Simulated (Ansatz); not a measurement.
CH3BO2Se, 8 atoms. Total charge 0; spin multiplicity 1. Correlated methods include outer-core shells of Se, which these sets cover unevenly. Scalar relativity is left out up to krypton. The bonds changed during the relaxation, so this is another structure than the one it started from. All runs use 4 threads of a server CPU on a shared host. Correlated methods freeze the cores.

Give the basis size and wall time and peak host memory of each of these runs in Ansatz. direct RPA on PBE orbitals/def2-TZVPP energy; RKS r2SCAN-D4/def2-TZVPP energy and forces; RKS r2SCANh-D4/def2-TZVPP energy; RHF-MP2/def2-QZVPP energy; RKS ωB97M-V/def2-SVP energy; RKS PBE-QIDH (frozen core)/def2-TZVPP energy; RKS PBE0-D4/def2-QZVPP energy; RHF-CCSD(T)/def2-TZVPP energy; RKS PBE0-D4/def2-SVP energy; RKS PBE0-D4/def2-TZVP relaxation (9 steps); RKS PBE0-D4/def2-TZVP frequencies; RKS ωB97M-V/def2-QZVPP energy. (Estimate.)

Ansatz gave: Other jobs shared the machine, so times are rough.

| level | job | functions | wall time | peak host memory (GiB) |
| --- | --- | --- | --- | --- |
| RKS PBE0-D4/def2-SVP | energy | 103 | 1.4 s | 0.23 |
| RKS r2SCAN-D4/def2-TZVPP | energy and forces | 214 | 3.8 s | 0.3 |
| RKS ωB97M-V/def2-SVP | energy | 103 | 4.5 s | 0.32 |
| RKS r2SCANh-D4/def2-TZVPP | energy | 214 | 4.8 s | 0.55 |
| direct RPA on PBE orbitals/def2-TZVPP | energy | 214 | 5.5 s | 0.51 |
| RKS PBE-QIDH (frozen core)/def2-TZVPP | energy | 214 | 6.5 s | 0.56 |
| RKS PBE0-D4/def2-QZVPP | energy | 407 | 8 s | 1.4 |
| RKS ωB97M-V/def2-QZVPP | energy | 407 | 18 s | 1.7 |
| RHF-MP2/def2-QZVPP | energy | 407 | 26 s | 2.2 |
| RKS PBE0-D4/def2-TZVP | relaxation (9 steps) | 190 | 39 s | 0.5 |
| RHF-CCSD(T)/def2-TZVPP | energy | 214 | 110 s | 3.4 |
| RKS PBE0-D4/def2-TZVP | frequencies | 190 | 2.3 min | 0.51 |
